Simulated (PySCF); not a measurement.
# How methods differ on the excitation energy of Ca

Ca [Ar] 4s2 (1S) → Ca [Ar] 4s1 4p1 (3P), as a difference of total energies. All numbers are calculated (PySCF 2.14, scalar relativity by spin-free X2C-1e, in aug-cc-pwCVTZ-X2C (9s8p6d3f, 84 functions)). Correlated levels: valence: [Ar] frozen; valence and next inner shell: [Ne] frozen; nothing frozen. The calculations carry no spin-orbit coupling.

```csv
method,excitation energy (eV)
UHF,1.026
LDA,1.957
PBE,1.795
PBE0,1.697
r2SCAN,1.538
HSE06,1.715
BLYP,2.002
PW91,1.801
MP2 (valence),1.533
SCS-MP2 (valence),1.677
MP2 (valence and next inner shell),1.823
SCS-MP2 (valence and next inner shell),1.903
MP2 (all electrons),1.828
SCS-MP2 (all electrons),1.907
```

Task: How much does correlation contribute at MP2 (all electrons)?

Result: 1.828 − (1.026) = 0.802 eV, measured against UHF.

Errors of the correlated levels include the incompleteness of this basis and the frozen core.

For comparison: 1.892 eV (measured; NIST levels, between the centres of gravity of the two terms).
